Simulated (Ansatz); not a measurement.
```yaml
crystal:
  periodic: [false, false, false]
  atoms:
    - {symbol: S, position_ang: [3.375399, -2.505438, 4.637332]}
    - {symbol: C, position_ang: [2.981017, -2.577217, 1.047773]}
    - {symbol: C, position_ang: [0.784149, -0.847906, 0.052443]}
    - {symbol: C, position_ang: [1.357992, 1.452677, -1.355353]}
    - {symbol: C, position_ang: [-0.663746, 3.084137, -2.269569]}
    - {symbol: C, position_ang: [-3.287720, 2.424328, -1.787120]}
    - {symbol: C, position_ang: [-3.879734, 0.127187, -0.383427]}
    - {symbol: C, position_ang: [-1.859699, -1.490586, 0.532798]}
    - {symbol: H, position_ang: [3.595104, 0.140231, 4.854526]}
    - {symbol: H, position_ang: [2.590664, -4.663581, 0.607545]}
    - {symbol: H, position_ang: [4.858524, -2.053414, 0.108487]}
    - {symbol: H, position_ang: [3.412141, 1.969603, -1.745588]}
    - {symbol: H, position_ang: [-0.182766, 4.871414, -3.365592]}
    - {symbol: H, position_ang: [-4.871218, 3.692012, -2.501631]}
    - {symbol: H, position_ang: [-5.929397, -0.402317, -0.001833]}
    - {symbol: H, position_ang: [-2.325949, -3.266175, 1.657112]}
basis:
  gaussian: {orbitals: def2-SVPD, point_charges: [{charge: 1.00, position_ang: [5.633, -0.010, -0.349]}]}
hamiltonian: {xc: {name: SPW92}}
output: {forces: true}
```

```sh
$ ansatz run in.yaml --threads 2 --pin off --events-out ev --progress --plain --max-ram 32768MiB --backend cpu
```

It prints (some lines left out):

```
Functional definition: SPW92
1965 factors; their error is unknown
mean field evaluation 1: about -17911.4456 eV, gradient 1.4e2 eV
mean field evaluation 2: about -16175.5851 eV, gradient 3.6e2 eV
mean field evaluation 4: about -17476.6576 eV, gradient 2.5e2 eV
mean field evaluation 8: about -18031.6313 eV, gradient 2.5e1 eV
mean field evaluation 16: about -18037.4389 eV, gradient 2.3e-2 eV
mean field evaluation 32: about -18037.3592 eV, gradient 1.7e-5 eV
mean field -18037.35922986 eV, -662.8607255363 hartree, gradient 3.0e-6 eV, S^2 0.000000; 10 other end points of the search recorded, 0 dependent functions left out
reference -18037.35932670 eV, -662.8607290950 hartree; 33, 33 occupied and 198, 198 virtual orbitals, 1965 factors
Total energy: -18037.35932670 eV, -662.8607290950 hartree
Atom 0 at     3.375399    -2.505438     4.637332 Å, force     0.118152     2.128739    -0.596722 eV/Å
Atom 1 at     2.981017    -2.577217     1.047773 Å, force     0.479352    -1.032767    -1.000132 eV/Å
Atom 2 at     0.784149    -0.847906     0.052443 Å, force    -0.203002     0.292733    -0.274378 eV/Å
Atom 3 at     1.357992     1.452677    -1.355353 Å, force     0.577695     0.213242    -0.060162 eV/Å
Atom 4 at    -0.663746     3.084137    -2.269569 Å, force     0.474021     0.814172    -0.602519 eV/Å
Atom 5 at    -3.287720     2.424328    -1.787120 Å, force    -0.836845     0.702940    -0.163449 eV/Å
Atom 6 at    -3.879734     0.127187    -0.383427 Å, force    -0.927380    -0.468869     0.118116 eV/Å
Atom 7 at    -1.859699    -1.490586     0.532798 Å, force    -0.350518    -0.574202     0.438836 eV/Å
Atom 8 at     3.595104     0.140231     4.854526 Å, force    -0.187934    -2.161671    -0.174445 eV/Å
Atom 9 at     2.590664    -4.663581     0.607545 Å, force     0.640853     2.505777     0.465200 eV/Å
Atom 10 at     4.858524    -2.053414     0.108487 Å, force    -1.310634     0.761027     0.585010 eV/Å
Atom 11 at     3.412141     1.969603    -1.745588 Å, force    -2.278090    -0.696038     0.513297 eV/Å
Atom 12 at    -0.182766     4.871414    -3.365592 Å, force    -0.487360    -2.209047     1.352241 eV/Å
Atom 13 at    -4.871218     3.692012    -2.501631 Å, force     1.917453    -1.630535     0.849652 eV/Å
Atom 14 at    -5.929397    -0.402317    -0.001833 Å, force     2.526312     0.583989    -0.371532 eV/Å
Atom 15 at    -2.325949    -3.266175     1.657112 Å, force     0.532882     2.194496    -1.361526 eV/Å
Dipole moment:    -3.467034     0.685648    -0.170318 e Å
```

Problem. Something in this input is off. What?

Solution. The coordinates are in bohr but typed as ångström. The run converged. The result belongs to that input, not to the molecule as meant.
